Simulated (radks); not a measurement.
Radial electron density D(r) = 4 pi r^2 rho(r) of an atom or ion with 44 electrons. Method: Dirac Kohn-Sham, revPBE, spin-unpolarised, spherical densities, finite nucleus; Fermi nuclear charge, rms radius of each element as measured or else 0.836 A^(1/3) + 0.57 fm; computed with a radial shooting solver on a logarithmic mesh with Libxc functionals.

```
   r/bohr * D(r) (the largest magnitude, 75.6, reaches the edge; | marks zero)
  0.00545 |             *
 0.006345 |                 *
 0.007327 |                    *
  0.00853 |                        *
  0.00993 |                            *
  0.01147 |                                *
  0.01335 |                                    *
  0.01542 |                                        *
  0.01795 |                                          *
  0.02073 |                                           *
  0.02413 |                                           *
   0.0281 |                                          *
  0.03245 |                                        *
  0.03777 |                                      *
  0.04362 |                                     *
  0.05079 |                                      *
  0.05865 |                                         *
  0.06828 |                                              *
  0.07949 |                                                   *
   0.0918 |                                                      *
   0.1069 |                                                     *
   0.1234 |                                                 *
   0.1437 |                                           *
   0.1659 |                                      *
   0.1932 |                                    *
   0.2249 |                                       *
   0.2597 |                                          *
   0.3024 |                                           *
   0.3492 |                                       *
   0.4065 |                              *
   0.4695 |                    *
   0.5465 |             *
   0.6363 |           *
   0.7348 |           *
   0.8554 |            *
   0.9879 |           *
     1.15 |         *
    1.328 |      *
    1.546 |   *
      1.8 | *
    2.079 |*
     2.42 |*
    2.795 *
    3.254 *
    3.758 *
    4.375 *
    5.093 *
    5.882 *
    6.847 *
    7.908 *
    9.206 *
    10.63 *
```

What is the nuclear charge?

Answer. Z = 47. The innermost maximum, from 1s, lies near gamma/Z bohr with gamma = sqrt(1 - (Z/c)^2) = 0.939, here 0.02 bohr (found: 0.0219), and its height grows with Z. The density is that of the silver ion Ag3+ in [Ar] 3d10 4s1 4p6 4d8 4f1; the configuration itself is not fixed sharply by these data, and Z only to a few units. D(r) has 4 maxima, at r = 0.0219, 0.0963, 0.288, 0.869 bohr, and minima at 0.0436, 0.189, 0.657 bohr, inside which lie 2.05, 11.19, 29.12 electrons.
